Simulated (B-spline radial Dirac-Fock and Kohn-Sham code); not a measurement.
Method: Dirac-Fock (average of configuration) total-energy differences with a finite nucleus, the Breit interaction including its frequency dependence, and self-energy and vacuum-polarisation corrections. Computed with a radial finite-basis atomic code. Free neutral atoms.

Q: Order these X-ray lines by photon energy, lowest first.
A. Ce Lη
B. I Lβ15
C. Tm Lη
D. Te Lβ6
E. In Lβ4
F. Tb Lγ3

A: E (3538.8 eV), D (4164.3 eV), B (4507.9 eV), A (4724.0 eV), C (7305.0 eV), F (8421.7 eV).
